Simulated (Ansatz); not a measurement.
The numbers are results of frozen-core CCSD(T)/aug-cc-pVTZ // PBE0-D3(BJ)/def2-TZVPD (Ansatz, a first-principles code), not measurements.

Ansatz 0.2 input:
```yaml
crystal:
  periodic: [false, false, false]
  atoms:
    - { symbol: C, position_ang: [-0.816661, -0.026807, 0.056089] }
    - { symbol: Ge, position_ang: [1.037767, -0.029529, -0.842309] }
    - { symbol: H, position_ang: [-1.34401, -0.954471, -0.193095] }
    - { symbol: H, position_ang: [-0.775828, 0.063933, 1.146087] }
    - { symbol: H, position_ang: [-1.411098, 0.80555, -0.337081] }
    - { symbol: H, position_ang: [1.699018, -1.093452, 0.183472] }
    - { symbol: H, position_ang: [1.609559, 1.234759, -0.008021] }
basis:
  gaussian: { orbitals: aug-cc-pVTZ }
correlation:
  method: ccsd_t
total_charge: -1
```

Output:

```
Functional definition: HF
1253 factors; integrals over basis functions are off by at most 1.3e-3 eV
mean field evaluation 1: about -57582.9022 eV, gradient 1.5e1 eV
mean field evaluation 2: about -57582.9281 eV, gradient 1.5e1 eV
mean field evaluation 4: about -57583.9498 eV, gradient 2.0e0 eV
mean field evaluation 8: about -57583.9659 eV, gradient 1.3e-1 eV
mean field evaluation 16: about -57583.8209 eV, gradient 4.4e0 eV
mean field -57583.96619636 eV, -2116.1717259019 hartree, gradient 1.7e-6 eV, S^2 0.000000; 0 other end points of the search recorded, 0 dependent functions left out
10 core orbitals not correlated
reference -57583.96619636 eV, -2116.1717259019 hartree; 12, 12 occupied and 198, 198 virtual orbitals, 1253 factors
second order -11.34840330 eV of doubles, -0.00000000 eV of singles
cycle   1  -11.74662270 eV  change   -4.0e-1 eV  update   8.5e-2
cycle   2  -12.13740151 eV  change   -3.9e-1 eV  update   2.6e-2
cycle   3  -12.18241679 eV  change   -4.5e-2 eV  update   1.2e-2
cycle   4  -12.17949760 eV  change    2.9e-3 eV  update   3.8e-3
cycle   5  -12.17850189 eV  change    1.0e-3 eV  update   1.6e-3
cycle   6  -12.17808537 eV  change    4.2e-4 eV  update   6.4e-4
cycle   7  -12.17797364 eV  change    1.1e-4 eV  update   2.7e-4
cycle   8  -12.17802219 eV  change   -4.9e-5 eV  update   1.2e-4
cycle   9  -12.17803313 eV  change   -1.1e-5 eV  update   5.5e-5
cycle  10  -12.17801793 eV  change    1.5e-5 eV  update   1.9e-5
perturbative correction -0.52003076 eV, -0.0191107779 hartree
Total energy: -57596.66424504 eV, -2116.6383705840 hartree
```

Cost: roughly 2.3 core-minutes.
